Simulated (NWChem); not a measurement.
Program: NWChem. System: iminoborane (H2BN), charge 0, spin multiplicity 1, at a geometry optimised with PBE/def2-SVP. Level: CCSD(T)/def2-TZVP, 2 core orbitals frozen.

NWChem printed:

```
             Northwest Computational Chemistry Package (NWChem) 7.3.0
             --------------------------------------------------------

                                NWChem Input Module
                                -------------------

 Scaling coordinates for geometry "geometry" by  1.889725989
 (inverse scale =  0.529177249)

 Turning off AUTOSYM since
 SYMMETRY directive was detected!

                             Geometry "geometry" -> ""
                             -------------------------

 Output coordinates in angstroms (scale by  1.889725989 to convert to a.u.)

  No.       Tag          Charge          X              Y              Z
 ---- ---------------- ---------- -------------- -------------- --------------
    1 B                    5.0000     0.00000000     0.00000000    -0.70105700
    2 N                    7.0000     0.00000000     0.00000000     0.54884500
    3 H                    1.0000     0.00000000     0.00000000    -1.89101100
    4 H                    1.0000     0.00000000     0.00000000     1.55437900

 Effective nuclear repulsion energy (a.u.)      23.5704249663

            Nuclear Dipole moment (a.u.)
            ----------------------------
        X                 Y               Z
 ---------------- ---------------- ----------------
     0.0000000000     0.0000000000    -0.0000037795

      Symmetry information
      --------------------

 Group name             C2v
 Group number             16
 Group order               4
 No. of unique centers     4

      Symmetry unique atoms

     1    2    3    4


 Summary of "ao basis" -> "" (spherical)
 ------------------------------------------------------------------------------
       Tag                 Description            Shells   Functions and Types
 ---------------- ------------------------------  ------  ---------------------
 *                         def2-tzvp                  on all atoms

 Summary of "ao basis" -> "ao basis" (spherical)
 ------------------------------------------------------------------------------
       Tag                 Description            Shells   Functions and Types
 ---------------- ------------------------------  ------  ---------------------
 B                         def2-tzvp                11       31   5s3p2d1f
 N                         def2-tzvp                11       31   5s3p2d1f
 H                         def2-tzvp                 4        6   3s1p

                                 NWChem SCF Module
                                 -----------------

  ao basis        = "ao basis"
  functions       =    74
  atoms           =     4
  closed shells   =     7
  open shells     =     0
  charge          =   0.00
  wavefunction    = RHF
  use symmetry    = T
  symmetry adapt  = T

 Summary of "ao basis" -> "ao basis" (spherical)
 ------------------------------------------------------------------------------
       Tag                 Description            Shells   Functions and Types
 ---------------- ------------------------------  ------  ---------------------
 B                         def2-tzvp                11       31   5s3p2d1f
 N                         def2-tzvp                11       31   5s3p2d1f
 H                         def2-tzvp                 4        6   3s1p

      Symmetry analysis of basis
      --------------------------

        a1         36
        a2          6
        b1         16
        b2         16

 Forming initial guess at       0.0s

      Superposition of Atomic Density Guess
      -------------------------------------

 Sum of atomic energies:         -79.84588306

      Non-variational initial energy
      ------------------------------

 Total energy =     -80.503104
 1-e energy   =    -153.009529
 2-e energy   =      48.936001
 HOMO         =      -0.410414
 LUMO         =       0.053861

      Symmetry analysis of molecular orbitals - initial
      -------------------------------------------------

 !! scf_movecs_sym_adapt:   44 vectors were symmetry contaminated

  Symmetry fudging

 !! scf_movecs_sym_adapt:   44 vectors were symmetry contaminated

  Numbering of irreducible representations:

     1 a1          2 a2          3 b1          4 b2
[...]
*********triples calculation*********

nkpass=    1; nvpass=    1; memdrv=         130851; memtrn=        3004106; memavail=      104847956
 memory available/node                      104847956
 total number of virtual orbitals        67
 number of virtuals per integral pass    67
 number of integral evaluations           1
 number of occupied per triples pass      5
 number of triples passes                 1

 commencing integral evaluation        1 at          21.87
  symmetry use  T
task         2 out of       465 done   0%  at       0.0 secs
task        24 out of       465 done   5%  at       0.2 secs
task        47 out of       465 done  10%  at       0.3 secs
task        70 out of       465 done  15%  at       0.4 secs
task        93 out of       465 done  20%  at       0.5 secs
task       117 out of       465 done  25%  at       0.6 secs
task       140 out of       465 done  30%  at       0.6 secs
task       163 out of       465 done  35%  at       0.7 secs
task       186 out of       465 done  40%  at       0.7 secs
task       210 out of       465 done  45%  at       0.8 secs
task       233 out of       465 done  50%  at       0.8 secs
task       256 out of       465 done  55%  at       0.9 secs
task       279 out of       465 done  60%  at       0.9 secs
task       303 out of       465 done  65%  at       0.9 secs
task       326 out of       465 done  70%  at       1.0 secs
task       349 out of       465 done  75%  at       1.0 secs
task       372 out of       465 done  80%  at       1.0 secs
task       396 out of       465 done  85%  at       1.1 secs
task       419 out of       465 done  90%  at       1.1 secs
task       442 out of       465 done  95%  at       1.2 secs
task       465 out of       465 done 100%  at       1.2 secs
 commencing triples evaluation - blocking       1
 ccsd(t): done        1 out of       67 progress:    1.5%
 ccsd(t): done        2 out of       67 progress:    3.0%
 ccsd(t): done        3 out of       67 progress:    4.5%
 ccsd(t): done        4 out of       67 progress:    6.0%
 ccsd(t): done        5 out of       67 progress:    7.5%
 ccsd(t): done        6 out of       67 progress:    9.0%
 ccsd(t): done        7 out of       67 progress:   10.4%
 ccsd(t): done        8 out of       67 progress:   11.9%
 ccsd(t): done        9 out of       67 progress:   13.4%
 ccsd(t): done       10 out of       67 progress:   14.9%
 ccsd(t): done       11 out of       67 progress:   16.4%
 ccsd(t): done       12 out of       67 progress:   17.9%
 ccsd(t): done       13 out of       67 progress:   19.4%
 ccsd(t): done       14 out of       67 progress:   20.9%
 ccsd(t): done       15 out of       67 progress:   22.4%
 ccsd(t): done       16 out of       67 progress:   23.9%
 ccsd(t): done       17 out of       67 progress:   25.4%
 ccsd(t): done       18 out of       67 progress:   26.9%
 ccsd(t): done       19 out of       67 progress:   28.4%
 ccsd(t): done       20 out of       67 progress:   29.9%
 ccsd(t): done       21 out of       67 progress:   31.3%
 ccsd(t): done       22 out of       67 progress:   32.8%
 ccsd(t): done       23 out of       67 progress:   34.3%
 ccsd(t): done       24 out of       67 progress:   35.8%
 ccsd(t): done       25 out of       67 progress:   37.3%
 ccsd(t): done       26 out of       67 progress:   38.8%
 ccsd(t): done       27 out of       67 progress:   40.3%
 ccsd(t): done       28 out of       67 progress:   41.8%
 ccsd(t): done       29 out of       67 progress:   43.3%
 ccsd(t): done       30 out of       67 progress:   44.8%
 ccsd(t): done       31 out of       67 progress:   46.3%
 ccsd(t): done       32 out of       67 progress:   47.8%
 ccsd(t): done       33 out of       67 progress:   49.3%
 ccsd(t): done       34 out of       67 progress:   50.7%
 ccsd(t): done       35 out of       67 progress:   52.2%
 ccsd(t): done       36 out of       67 progress:   53.7%
 ccsd(t): done       37 out of       67 progress:   55.2%
 ccsd(t): done       38 out of       67 progress:   56.7%
 ccsd(t): done       39 out of       67 progress:   58.2%
 ccsd(t): done       40 out of       67 progress:   59.7%
 ccsd(t): done       41 out of       67 progress:   61.2%
 ccsd(t): done       42 out of       67 progress:   62.7%
 ccsd(t): done       43 out of       67 progress:   64.2%
 ccsd(t): done       44 out of       67 progress:   65.7%
 ccsd(t): done       45 out of       67 progress:   67.2%
 ccsd(t): done       46 out of       67 progress:   68.7%
 ccsd(t): done       47 out of       67 progress:   70.1%
 ccsd(t): done       48 out of       67 progress:   71.6%
 ccsd(t): done       49 out of       67 progress:   73.1%
 ccsd(t): done       50 out of       67 progress:   74.6%
 ccsd(t): done       51 out of       67 progress:   76.1%
 ccsd(t): done       52 out of       67 progress:   77.6%
 ccsd(t): done       53 out of       67 progress:   79.1%
 ccsd(t): done       54 out of       67 progress:   80.6%
 ccsd(t): done       55 out of       67 progress:   82.1%
 ccsd(t): done       56 out of       67 progress:   83.6%
 ccsd(t): done       57 out of       67 progress:   85.1%
 ccsd(t): done       58 out of       67 progress:   86.6%
 ccsd(t): done       59 out of       67 progress:   88.1%
 ccsd(t): done       60 out of       67 progress:   89.6%
 ccsd(t): done       61 out of       67 progress:   91.0%
 ccsd(t): done       62 out of       67 progress:   92.5%
 ccsd(t): done       63 out of       67 progress:   94.0%
 ccsd(t): done       64 out of       67 progress:   95.5%
 ccsd(t): done       65 out of       67 progress:   97.0%
 ccsd(t): done       66 out of       67 progress:   98.5%
 ccsd(t): done       67 out of       67 progress:  100.0%
 Time for integral evaluation pass     1        1.21
 Time for triples evaluation pass      1        0.63

 pseudo-e(mp4)  -0.15232965529556E-01
 pseudo-e(mp5)   0.83347625270618E-03
        e(t)    -0.14399489276849E-01

 --------------
 CCSD(T) Energy
 --------------
 Reference energy:                     -80.326370237539805

 CCSD corr. energy:                     -0.311957771035442
 T(CCSD) corr. energy:                  -0.015232965529556
 Total CCSD+T(CCSD) energy:            -80.653560974104806

 CCSD corr. energy:                     -0.311957771035442
 (T) corr. energy:                      -0.014399489276849
 Total CCSD(T) energy:                 -80.652727497852098

 routine      calls  cpu(0)   cpu-min  cpu-ave  cpu-max   i/o
 aoccsd          1     0.00     0.00     0.00     0.00    0.00
 iterdrv         1     0.01     0.01     0.01     0.01    0.00
 pampt          11     0.02     0.02     0.02     0.02    0.00
 t2pm           11     0.04     0.04     0.04     0.04    0.00
 sxy            11     0.17     0.17     0.17     0.17    0.00
 ints      2374251    18.86    18.86    18.86    18.86    0.00
 t2eri        5115     1.45     1.45     1.45     1.45    0.00
 idx2         5115     0.18     0.18     0.18     0.18    0.00
 idx34          11     0.02     0.02     0.02     0.02    0.00
 ht2pm          11     0.05     0.05     0.05     0.05    0.00
 itm            11     0.20     0.20     0.20     0.20    0.00
 pdiis          11     0.01     0.01     0.01     0.01    0.00
 triples         1     0.00     0.00     0.00     0.00    0.00
 rdtrpo          1     0.00     0.00     0.00     0.00    0.00
 trpmos          1     1.21     1.21     1.21     1.21    0.00
 trpdrv          1     0.09     0.09     0.09     0.09    0.00
 dovvv       10050     0.33     0.33     0.33     0.33    0.00
 doooo       10050     0.05     0.05     0.05     0.05    0.00
 tengy        8375     0.16     0.16     0.16     0.16    0.00
 Total                22.85    22.85    22.85    22.85    0.00

 Task  times  cpu:       24.2s     wall:       24.2s

 Total times  cpu:       24.2s     wall:       24.2s
```

Task: Write an NWChem input that would produce this output.

Result: This is not unique; one that fits is 
```
start mol
memory heap 100 mb stack 700 mb global 1900 mb
geometry units angstroms nocenter noautoz
  B      0.000000     0.000000    -0.701057
  N      0.000000     0.000000     0.548845
  H      0.000000     0.000000    -1.891011
  H      0.000000     0.000000     1.554379
  symmetry group C2v
end
basis spherical
  * library def2-tzvp
end
scf
  rhf
  nopen 0
  maxiter 100
  thresh 1e-7
  semidirect memsize 60000000 filesize 0
end
ccsd
  freeze core 2
  maxiter 60
end
task ccsd(t) energy
```
